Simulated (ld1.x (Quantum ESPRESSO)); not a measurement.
**Which change was made? (I, TM semilocal)**

| Property | Result |
| --- | --- |
| Element | I |
| Generator | ld1.x (Quantum ESPRESSO) 7.5 |
| Type | norm-conserving Troullier–Martins (semilocal form) |
| Functional | PW91 |
| Relativity | scalar-relativistic |
| Frozen core | [Kr] 4d10 |
| Valence charge | 7 |
| Reference configuration | 5s2 5p5 |
| Partial waves | 5p (bound): rc 1.75 bohr; 5s (bound): rc 1.50 bohr |
| Local potential | the s channel |
| Core correction | none |

Cutoffs, loose and tight: the cutoffs (Ry, on a coarse ladder) from which the occupation-weighted sum of valence levels, in a spherical-Bessel basis at the reference potential, stays within 10 and 1 mRy of its value at 400 Ry. They do not see the model core or the augmentation charge, which bear on the density cutoff. Test errors are all-electron minus pseudo excitation energies from the reference, over the configurations 5s2 5p4; 5s2 5p3; 5s2 5p2; 5s2 5p4.5; 5s1 5p5; 5s1 5p6; 5s2 5p5.3; variants that change the core or the reference have their own tests. The largest error is taken over the tests solved by every variant that gives reliable tests at all, those not shown here included: 5s1 5p6; 5s2 5p4; 5s2 5p4.5; 5s2 5p5.3.

The base gives: outcome: generated; cutoff, loose: 55 Ry; cutoff, tight: 100 Ry; bound ghosts: none; largest test error (meV): +7.7.

(1) After one change the result is: outcome: generated; cutoff, loose: 40 Ry; cutoff, tight: 100 Ry; bound ghosts: none; largest test error (meV): +7.5. Which change was it?
A. wave 5p (bound): rc 1.75 bohr becomes 5p (bound): rc 1.60 bohr
B. wave 5p (bound): rc 1.75 bohr becomes 5p (bound): rc 1.18 bohr
C. wave 5p (bound): rc 1.75 bohr becomes 5p (bound): rc 1.94 bohr

Answers

(1) C. The others give: wave 5p (bound): rc 1.75 bohr becomes 5p (bound): rc 1.60 bohr → outcome: generated; cutoff, loose: 60 Ry; cutoff, tight: 110 Ry; bound ghosts: none; largest test error (meV): +10 | wave 5p (bound): rc 1.75 bohr becomes 5p (bound): rc 1.18 bohr → outcome: generated, misses its reference levels by 0.57 eV; cutoff, loose: 230 Ry; cutoff, tight: over 300 Ry; bound ghosts: none; largest test error (meV): -397.
